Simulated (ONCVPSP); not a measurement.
**Logarithmic derivatives: Si (Z = 14), ONCV**

silicon (Si), optimised norm-conserving Vanderbilt (ONCV), made with ONCVPSP 4.0.1 (PBEsol, scalar-relativistic). Core [He], reference 2s2 2p6 3s2 3p2. Waves: 2s+3s: rc 0.80 bohr, ncon 4, nbas 7, qcut 15.3 1/bohr, 2 projectors; 2p+3p: rc 1.05 bohr, ncon 4, nbas 7, qcut 13.4 1/bohr, 2 projectors. Local part: polynomial inside 0.75 bohr (lpopt 3, dvloc0 0 Ha). Core correction: none.

The phase is arctan(r·R′/R) of the radial function R(r), unwrapped; energies in Ha, scanned from -7 to 5 Ha. A pole is an energy at which the radial function vanishes at the test radius. The pseudo phase is shifted by a multiple of π to meet the all-electron one at the reference energy, and phase errors are pseudo minus all-electron; the curves can meet again beyond the range given. Levels narrower than the energy grid can be missing from the lists of poles.

```csv
channel,radius (bohr),reference energy (Ha),"poles, all-electron","poles, pseudo",unbroken range about the reference energy with phases within 0.05 rad,phase error 1 Ha above the reference energy (rad)
s,0.81,-0.40,-2.37,-2.37,the whole range,+0.000
p,1.06,-0.15,-2.92,-2.92,the whole range,+0.000
```

Phases in the s channel:

```json
{"E (Ha)": "-6.96", "all-electron": "-0.470", "pseudo": "-0.470"}
{"E (Ha)": "-6.32", "all-electron": "-0.818", "pseudo": "-0.818"}
{"E (Ha)": "-5.68", "all-electron": "-1.065", "pseudo": "-1.065"}
{"E (Ha)": "-5.04", "all-electron": "-1.233", "pseudo": "-1.233"}
{"E (Ha)": "-4.40", "all-electron": "-1.351", "pseudo": "-1.351"}
{"E (Ha)": "-3.76", "all-electron": "-1.439", "pseudo": "-1.439"}
{"E (Ha)": "-3.12", "all-electron": "-1.506", "pseudo": "-1.506"}
{"E (Ha)": "-2.48", "all-electron": "-1.562", "pseudo": "-1.562"}
{"E (Ha)": "-1.84", "all-electron": "-1.609", "pseudo": "-1.609"}
{"E (Ha)": "-1.20", "all-electron": "-1.652", "pseudo": "-1.652"}
{"E (Ha)": "-0.56", "all-electron": "-1.691", "pseudo": "-1.691"}
{"E (Ha)": "0.08", "all-electron": "-1.729", "pseudo": "-1.729"}
{"E (Ha)": "0.72", "all-electron": "-1.766", "pseudo": "-1.766"}
{"E (Ha)": "1.36", "all-electron": "-1.805", "pseudo": "-1.805"}
{"E (Ha)": "2.00", "all-electron": "-1.846", "pseudo": "-1.846"}
{"E (Ha)": "2.64", "all-electron": "-1.891", "pseudo": "-1.891"}
{"E (Ha)": "3.28", "all-electron": "-1.942", "pseudo": "-1.942"}
{"E (Ha)": "3.92", "all-electron": "-2.002", "pseudo": "-2.002"}
{"E (Ha)": "4.56", "all-electron": "-2.073", "pseudo": "-2.073"}
```
